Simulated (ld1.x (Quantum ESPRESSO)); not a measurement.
# Ranking ultrasoft potentials for carbon (C)

All share these settings but for the change named:

carbon, ultrasoft, made with ld1.x (Quantum ESPRESSO) 7.5 (PBEsol, scalar-relativistic). Core [He], reference 2s2 2p2. Waves: 2s (bound): rcut 1.15, rcutus 1.35 bohr; 2s channel at 0.85 Ry: rcut 1.15, rcutus 1.35 bohr; 2p (bound): rcut 2.15, rcutus 2.90 bohr; 2p channel at 1.6 Ry: rcut 2.15, rcutus 2.90 bohr; 3d channel at 0.15 Ry: rcut 2.55, rcutus 3.05 bohr; 3d channel at 0.8 Ry: rcut 2.55, rcutus 3.05 bohr. Local part: all-electron potential smoothed inside 2.25 bohr (lloc = -1). Core correction: Bessel-smoothed model core inside 0.60 bohr. Augmentation charge: PSQ, radius 1.30 bohr.

Cutoff: the first of the cutoffs (Ry, on a coarse ladder) from which the occupation-weighted sum of valence levels, in a spherical-Bessel basis at the reference potential, stays within 10 and 1 mRy of its value at 400 Ry; the density cutoff is not measured.

The base gives 8 Ry.

Of 12 variants that were run, those that failed, showed a ghost or another fault, or gave nearly equal values are left out.

A variant can come out equal or close to the base.

Problem. Rank these variants from softest to hardest (loose cutoff).
A. local potential all-electron potential smoothed inside 3.54 bohr (lloc = -1)
B. waves 2p (bound): rcut 1.68, rcutus 1.78 bohr; 2p channel at 1.6 Ry: rcut 1.68, rcutus 1.78 bohr
C. all radii but the core radius scaled by about 1.14 (s 1.54, p 3.30, d 3.46 bohr, rcut 1.30/2.44/2.90); local potential all-electron potential smoothed inside 2.56 bohr (lloc = -1); augmentation PSQ, radius 1.48 bohr

Solution. A (8 Ry), C (10 Ry), B (18 Ry).
